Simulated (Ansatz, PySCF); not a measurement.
Molecule: sum formula BNH (charge -1, singlet). It need not be the lowest isomer of its formula. Whether it binds its extra electron was not tested at this geometry. 
Structure (B3LYP-D3(BJ)/def2-TZVP (Ansatz, a first-principles code) minimum search):
```xyz
3

B      0.0000     0.0000    -0.5880
N      0.0000     0.0000     0.6732
H      0.0000     0.0000    -1.7723
```
Charge -1, spin multiplicity 1.

Total electronic energies in hartree. Valence correlation only, unless marked. Spin-orbit coupling is left out. Non-relativistic. Basis-set limits of correlation are two-point, X^-3; Hartree-Fock from the larger set.

| level | program | energy (Eh) |
|---|---|---|
| HF/6-31G | Ansatz | -79.62645 |
| HF/aug-cc-pVTZ | Ansatz | -79.70378 |
| HF/cc-pVTZ | Ansatz | -79.69852 |
| HF/def2-TZVPD | PySCF | -79.70503 |
| HF/def2-QZVPP | Ansatz | -79.70878 |
| RI-HF/def2-TZVPP | Ansatz | -79.70376 |
| PBE/def2-TZVPD | Ansatz | -80.11870 |
| TPSS-D4/def2-TZVPD | PySCF + dftd4 | -80.24132 |
| BHLYP/def2-TZVPD | Ansatz | -80.17244 |
| TPSSh-D4/def2-TZVPD | PySCF + dftd4 | -80.22856 |
| HSE06/def2-TZVPD | Ansatz | -80.11186 |
| B2PLYP-D3(BJ)/def2-TZVPD | Ansatz + dftd3 | -80.16222 |
| RI-MP2/aug-cc-pVTZ | Ansatz | -80.03432 |
| SCS-MP2/cc-pVDZ | Ansatz | -79.93244 |
| SCS-MP2/cc-pVTZ | Ansatz | -80.01806 |
| CCSD/aug-cc-pVDZ | Ansatz | -79.97474 |
| CCSD/cc-pVDZ | Ansatz | -79.94634 |
| CCSD/def2-SVP | Ansatz | -79.87545 |
| CCSD/cc-pwCVTZ | Ansatz | -80.03032 |
| CCSD/CBS(aug-cc-pVTZ,aug-cc-pVQZ) | Ansatz | -80.0649 |
| CCSD(T)/6-31G* | Ansatz | -79.93385 |
| CCSDT/cc-pVDZ | Ansatz | -79.95876 |
| CCSD(T)/CBS(aug-cc-pVTZ,aug-cc-pVQZ) | Ansatz | -80.0861 |

Totals of different functionals don't rank their quality; only differences between species are comparable.
